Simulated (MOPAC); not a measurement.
MOPAC input (PM3):

```
PM3 1SCF GEO-OK AUX(PRECISION=9) THREADS=1
H2Be

Be    0.00000000 1    0.00000000 1    0.00000000 1
H     0.00000000 1    0.00000000 1    1.33008694 1
H    -0.00000000 1   -0.00000000 1   -1.33008694 1
```

From the last part of the output:

```
                                                       MOPAC v23.2.5 Linux

          FINAL HEAT OF FORMATION =         50.64359 KCAL/MOL =     211.89278 KJ/MOL

          COSMO AREA              =         62.57 SQUARE ANGSTROMS
          COSMO VOLUME            =         45.88 CUBIC ANGSTROMS

          IONIZATION POTENTIAL    =         10.586816 EV
          HOMO LUMO ENERGIES (EV) =        -10.587  2.440
          NO. OF FILLED LEVELS    =          2
          MOLECULAR WEIGHT        =         11.0280         POINT GROUP:  D*h

          MOLECULAR DIMENSIONS (Angstroms)

            Atom       Atom       Distance
            H     3    H     2     2.66017
            H     3    H     2     0.00000
           Be     1    H     2     0.00000

          SCF CALCULATIONS        =          1

   ATOM   CHEMICAL          X               Y               Z
  NUMBER   SYMBOL      (ANGSTROMS)     (ANGSTROMS)     (ANGSTROMS)

     1      Be          0.00000000  *   0.00000000  *   0.00000000  *
     2       H          0.00000000  *   0.00000000  *   1.33008694  *
     3       H         -0.00000000  *  -0.00000000  *  -1.33008694  *

                             CARTESIAN COORDINATES

   1   Be        0.000000000     0.000000000     0.000000000
   2    H        0.000000000     0.000000000     1.330086940
   3    H       -0.000000000    -0.000000000    -1.330086940

           Empirical Formula: H2 Be  =     3 atoms

      MOLECULAR POINT GROUP   :   D*h

                  EIGENVALUES
 -14.53767 -10.58682   2.43980   3.81563   3.81563   4.58489

              NET ATOMIC CHARGES AND DIPOLE CONTRIBUTIONS

  ATOM NO.   TYPE          CHARGE      No. of ELECS.   s-Pop       p-Pop
    1         Be           0.454977        1.5450     0.95993     0.58510
    2          H          -0.227488        1.2275     1.22749
    3          H          -0.227488        1.2275     1.22749
 DIPOLE           X         Y         Z       TOTAL
 POINT-CHG.     0.000     0.000    -0.000     0.000
 HYBRID         0.000     0.000     0.000     0.000
 SUM            0.000     0.000    -0.000     0.000

          ATOMIC ORBITAL ELECTRON POPULATIONS

     Atom    s        px        py        pz
    1 Be   0.95993   0.00000   0.00000   0.58510
    2  H   1.22749
    3  H   1.22749

 **********************
 *                    *
 * JOB ENDED NORMALLY *
 *                    *
 **********************

 == MOPAC DONE ==
```
